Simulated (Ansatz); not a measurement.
Cost and result for the atomization energy of `C[P+](C)(C)[In-]([Cl])([Cl])[Cl]` (17 atoms, 16 bonds).

Z-matrix (Å, degrees):
```
C
P 1 1.808
H 1 1.091 2 108.9
H 1 1.092 2 111.3 3 -121.0
H 1 1.091 2 108.9 3 118.0
C 2 1.808 1 106.7 3 177.8
C 2 1.808 1 106.7 3 64.1
In 2 2.583 1 112.2 3 -59.0
H 6 1.091 2 108.9 1 64.1
H 6 1.091 2 109.0 1 -177.9
H 6 1.092 2 111.3 1 -56.9
H 7 1.091 2 109.0 1 -64.2
H 7 1.091 2 108.9 1 177.8
H 7 1.092 2 111.3 1 56.8
Cl 8 2.346 2 101.2 1 179.3
Cl 8 2.346 2 101.2 1 -60.7
Cl 8 2.346 2 101.2 1 59.3
```

Total charge 0; spin multiplicity 1. Correlated methods include outer-core shells of In, which these sets cover unevenly. In: def2 effective core potential. Geometry: relaxed with PBE0-D4/def2-TZVP. It is one conformer, not always the lowest. Program: Ansatz. All runs use 4 threads of an AMD EPYC 7R13 on a shared host and a share of an NVIDIA H100 80 GB. Times are those of one run each, without the atoms' runs, and a repeat can differ threefold. Electronic energies, without spin–orbit coupling; frozen cores. CCSD(T)/CBS adds CCSD(T) − MP2 in def2-TZVPP to the MP2 limit, and its time is that of the two runs behind it. T1 = 0.011. With those shells the extrapolation isn't a true limit. HSE06 is the plane-wave form, built on full-range PBE exchange.

CCSD(T)/CBS is a level of theory with its own doubt, some kJ/mol a heavy atom from the limit and from the frozen cores, so smaller differences don't rank the functionals.

| level | functions | wall time | atomization (kcal/mol) | difference from CCSD(T)/CBS | per bond |
| --- | --- | --- | --- | --- | --- |
| LDA (SPW92)/def2-TZVPP | 437 | 2.2 s | 1596.5 | 180.9 | 11.3 |
| PBE0-D4/def2-TZVPP | 437 | 2.4 s | 1417.9 | 2.3 | 0.1 |
| r2SCANh-D4/def2-TZVPP | 437 | 2.6 s | 1412.7 | -2.9 | -0.2 |
| HSE06-D4/def2-TZVPP | 437 | 2.6 s | 1418.5 | 2.9 | 0.2 |
| CCSD(T)/def2-SVP | 185 | 2.6 s | 1327.0 | -88.6 | -5.5 |
| revPBE-D4/def2-TZVPP | 437 | 2.7 s | 1397.7 | -17.9 | -1.1 |
| B97M-V/def2-TZVPP | 437 | 3.6 s | 1423.9 | 8.3 | 0.5 |
| r2SCAN-D4/def2-TZVPP (with forces) | 437 | 3.7 s | 1418.0 | 2.4 | 0.2 |
| B2PLYP/def2-TZVPP | 437 | 4.3 s | 1387.1 | -28.5 | -1.8 |
| ωB97M-V/def2-TZVPP (with forces) | 437 | 6 s | 1419.7 | 4.1 | 0.3 |
| MP2/def2-QZVPP | 803 | 6 s | 1416.5 | 0.9 | 0.1 |
| CCSD(T)/def2-TZVPP | 437 | 24 s | 1375.4 | -40.2 | -2.5 |
| CCSD(T)/CBS(def2) | – | 30 s | 1415.6 | 0.0 | 0.0 |

In def2-TZVPP, CCSD(T) changes the Hartree–Fock value by +316.2 kcal/mol (the triples alone add +20.3 kcal/mol) and MP2 by +333.8 kcal/mol; breaking electron pairs costs correlation energy, which Hartree–Fock lacks. Leaving LDA and LC-ωPBE aside and taking each functional with its dispersion term where it has one, the values, not all of them listed here, spread over 46.6 kcal/mol, from BHLYP-D4 to PBE-D4. LDA lies +181.7 kcal/mol from PBE without D4, its usual overbinding. The D4 term adds +22.4 kcal/mol with B3LYP and +12.4 kcal/mol with PBE0; it sums over pairs of atoms, weighted by their polarisabilities, and B3LYP, whose exchange is more repulsive, gets the larger term.

B3LYP here is the variant with VWN-RPA as its local correlation; programs differ in this.

Spin–orbit coupling would lower the free In atoms strongly, and the atomization energy with them, by more than many differences here.
